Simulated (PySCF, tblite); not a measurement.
CH9PSi2.
Atom-mapped SMILES: `[SiH3:1][CH2:2][SiH2:3][PH2:4]` (hydrogens: H5, H6, H7 on Si1; H8, H9 on C2; H10, H11 on Si3; H12, H13 on P4)

Computed with GFN2-xTB (tblite), gas phase: Langevin dynamics at 400 K from the optimised GFN2-xTB geometry, time step 0.5 fs, friction 0.01 fs⁻¹, 2000 steps. Over the second half of the run the saved frames average 428 K.

Frame at 250 fs, instantaneous temperature 494 K:
```
atom  x, y, z in Å
Si1    -2.740   -0.390    0.069
C2     -1.125   -0.945   -0.683
Si3     0.490    0.220   -0.585
P4      2.295   -0.125    0.853
H5     -2.392    0.518    1.270
H6     -3.648   -1.483    0.555
H7     -3.282    0.342   -1.030
H8     -0.831   -1.792   -0.063
H9     -1.154   -1.327   -1.645
H10     1.191   -0.103   -1.796
H11    -0.037    1.683   -0.621
H12     1.756    0.740    1.821
H13     2.909    1.060    0.344
```

Frame at 425 fs, instantaneous temperature 562 K:
```
atom  x, y, z in Å
Si1    -2.592   -0.962    0.737
C2     -1.008   -0.964   -0.453
Si3     0.316    0.428   -0.402
P4      1.501   -0.180    1.287
H5     -2.617    0.034    1.780
H6     -2.815   -2.297    1.203
H7     -3.893   -0.684    0.156
H8     -0.470   -1.857   -0.322
H9     -1.569   -0.947   -1.446
H10     1.052    0.292   -1.739
H11    -0.170    1.914   -0.364
H12     0.867    0.370    2.422
H13     2.468    0.786    1.428
```

Frame at 625 fs, instantaneous temperature 420 K:
```
atom  x, y, z in Å
Si1    -2.283   -1.207    0.586
C2     -0.691   -1.478   -0.460
Si3     0.746   -0.191   -0.323
P4      1.371    0.224    1.936
H5     -3.007    0.011    0.012
H6     -2.024   -0.772    1.916
H7     -3.191   -2.383    0.182
H8     -0.409   -2.592   -0.322
H9     -0.933   -1.555   -1.502
H10     1.881   -0.678   -1.088
H11     0.287    1.045   -0.971
H12     0.770    1.509    2.093
H13     2.727    0.697    1.688
```

Frame at 800 fs, instantaneous temperature 501 K:
```
atom  x, y, z in Å
Si1    -1.914   -1.595    0.204
C2     -0.068   -1.490   -0.251
Si3     0.868    0.215    0.133
P4      0.453    0.449    2.232
H5     -2.684   -2.065   -0.970
H6     -2.460   -0.303    0.681
H7     -2.033   -2.740    1.135
H8      0.364   -2.310    0.334
H9      0.129   -1.660   -1.266
H10     2.318    0.115   -0.130
H11     0.316    1.302   -0.747
H12     0.493    1.888    2.245
H13     1.755    0.505    2.695
```

Frame at 1000 fs, instantaneous temperature 275 K:
```
atom  x, y, z in Å
Si1    -1.884   -1.741   -0.021
C2     -0.025   -1.588   -0.186
Si3     0.970   -0.101    0.532
P4      0.257    0.378    2.623
H5     -2.450   -3.021    0.641
H6     -2.420   -1.859   -1.316
H7     -2.618   -0.711    0.613
H8      0.504   -2.495    0.173
H9      0.312   -1.703   -1.240
H10     2.428   -0.416    0.656
H11     1.062    0.913   -0.487
H12     1.209    1.457    2.806
H13     1.104   -0.619    3.063
```

Task: What do single points at PBE0/def2-SVPD (PySCF, gas phase, TDDFT, vertical, frozen core in the response) give on these frames?

Result: 
```tsv
t (fs)	GFN2-xTB E above start (eV)	DFT E above lowest frame (eV)	HOMO (eV)	LUMO (eV)	dipole (D)	S1 (eV)	f(S1)
250	0.69	0.26	-7.71	-0.46	0.36	6.14	0.081
425	0.67	0.33	-7.27	-0.29	0.48	5.55	0.008
625	0.59	0.06	-7.20	-0.23	0.72	5.75	0.006
800	0.37	0.00	-7.58	-0.24	1.08	5.88	0.004
1000	0.56	0.14	-7.59	-0.23	1.31	6.12	0.027
```

The two levels order the frames alike by energy but for pairs within 0.08 eV at one level; measured from each level's lowest frame they differ by 0.16 eV at most. The HOMO–LUMO gap runs from 6.97 to 7.36 eV. These are instantaneous structures, not minima.

What follows is the cost of the whole dynamics run. The run took 11 s on Arm Neoverse V1, one thread, shared host with 32 logical CPUs at a one-minute load of 17, and the process peaked at 0.18 GiB of memory.
